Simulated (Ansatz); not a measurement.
Consider the formal exchange of groups at a Ga–C bond: `O=[CH][GaH][SiH3]` + `C=C(C)Cl` → `[SiH3][GaH][Cl]` + `C=C(C)C=O`.

Computed with Ansatz on PBE0-D4/def2-TZVP structures; ΔE is electronic, products minus reactants. CCSD(T)/CBS is the MP2 limit (def2-TZVPP, def2-QZVPP) plus CCSD(T) − MP2 in def2-TZVPP, frozen cores. Functionals use def2-TZVPP. For Ga outer-core shells are correlated without core-valence functions, which leaves a few kJ/mol of doubt a bond. Scalar relativity is left out up to krypton. One conformer a species, not always the lowest.

| level | ΔE (kcal/mol) |
| --- | --- |
| PBE | -49.9 |
| revPBE | -49.1 |
| BHLYP | -56.1 |
| SCS-MP2/def2-QZVPP | -53.4 |

Question: What does CCSD(T)/CBS give? (Estimate.)

Answer: Ansatz gave: -52.6 kcal/mol. The listed levels differ from it by 2.7, 3.5, -3.5, -0.8 kcal/mol.

Largest T1 diagnostic among the species: 0.017.

From PBE to PBE0 (25 % exact exchange), in def2-TZVPP and without D4, ΔE moves by −3.1 kcal/mol. Leaving LDA and LC-ωPBE aside and taking each functional with its dispersion term where it has one, the values, not all of them listed here, spread over 6.7 kcal/mol, from BHLYP-D4 to revPBE-D4. LDA lies −1.2 kcal/mol from PBE without D4.

CCSD(T)/CBS has its own doubt, a few kJ/mol and more with outer-core shells, so smaller differences from it don't rank the levels.
